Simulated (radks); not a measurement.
Question: Species: Cr III. Configuration: [Ar] 3d3.5 4p0.5 (fractional occupations, a model configuration). Calculated with a radial shooting solver on a logarithmic mesh with Libxc functionals: non-relativistic Kohn-Sham, r2SCAN, spin-unpolarised, spherical densities, point nucleus; meta-GGA in the generalised Kohn-Sham scheme. Some entries of the table are withheld. Estimate them.

| orbital | occ. | eigenvalue (eV) | <1/r> (bohr^-1) | <r^2> (bohr^2) |
|---|---|---|---|---|
| 1s | 2 | -5881.567 | 23.52 | (1) |
| 2s | 2 | -692.1638 | 4.997 | 0.1030 |
| 2p | 6 | (2) | 4.926 | 0.08363 |
| 3s | 2 | -100.3780 | 1.558 | (3) |
| 3p | 6 | (4) | 1.436 | 1.062 |
| 3d | 3.5 | -26.1707 | 1.121 | 1.737 |
| 4p | 0.5 | (5) | 0.4030 | 11.49 |

Answer: 
(1) 1s <r^2> (bohr^2): 0.005531
(2) 2p eigenvalue (eV): -590.6798
(3) 3s <r^2> (bohr^2): 0.9345
(4) 3p eigenvalue (eV): -71.4998
(5) 4p eigenvalue (eV): -14.1315
